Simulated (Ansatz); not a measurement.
Energy profile

The step: AlH₃O₂ ([OH][AlH][OH]) + H₂O → AlH₃O₃ ([OH][Al]([OH])[OH]) + H₂; bonds formed: H2–H5; dative contacts that become bonds: Al1–O6; bonds broken: Al1–H2, H5–O6 (atoms numbered as in the saddle structure below).

| atom | x (Å) | y (Å) | z (Å) |
| --- | --- | --- | --- |
| Al1 | -0.0729 | 0.0198 | -0.2348 |
| H2 | 0.7347 | -1.5398 | -0.2742 |
| O3 | 0.2284 | 0.8081 | -1.6999 |
| O4 | -1.5577 | -0.0251 | 0.5897 |
| H5 | 1.1986 | -0.9796 | 0.5198 |
| O6 | 1.2431 | 0.1244 | 1.0430 |
| H7 | -0.3246 | 1.4797 | -2.0910 |
| H8 | -2.4191 | -0.0123 | 0.1809 |
| H9 | 0.9694 | 0.1248 | 1.9664 |

Electronic energies by CCSD(T) at an estimated basis limit (MP2 extrapolated from triple and quadruple zeta, plus CCSD(T) − MP2 in triple zeta), on PBE0-D4/def2-TZVP structures; AlH$_{5}$O$_{3}$, singlet; no counterpoise correction. Program: Ansatz 0.2.0. Basis: def2-TZVPP and def2-QZVPP. Cores are frozen in the correlated methods. Extrapolation: Hartree–Fock as exp(−7.88 √X), correlation as X^−2.97.

(1) Give the profile in kcal/mol, counted from the separated reactants. (To be estimated.)

The T1 diagnostic stays at or below 0.013.

Results:

(1) By the calculation:
```json
{"point": "separated: AlH$_{3}$O$_{2}$ (linked as [OH][AlH][OH]; Al1, H2, O3, O4, H7, H8; singlet) + H$_{2}$O (H5, O6, H9; singlet)", "kcal/mol": "0.00"}
{"point": "start structure", "kcal/mol": "-20.33"}
{"point": "saddle", "kcal/mol": "-1.44"}
{"point": "end structure", "kcal/mol": "-27.34"}
{"point": "separated: AlH$_{3}$O$_{3}$ (linked as [OH][Al]([OH])[OH]; Al1, O3, O4, O6, H7, H8, H9; singlet) + H$_{2}$ (H2, H5; singlet)", "kcal/mol": "-25.77"}
```
The saddle lies below the separated reactants: the barrier is submerged.

The step is the kind of ligand exchange by which a precursor binds to a hydroxyl group, or is hydrolysed, in atomic layer deposition of oxides.

For scale, one of the runs: CCSD(T)/def2-TZVPP, 205 basis functions, launched by `ansatz run in.yaml --threads 4 --pin off --events-out ev --progress --plain --max-ram 9574MiB`. Time: 50 s of wall clock on 4 CPU threads of an Arm Neoverse V2; the host was shared. Peak host memory: 2.7 GiB.
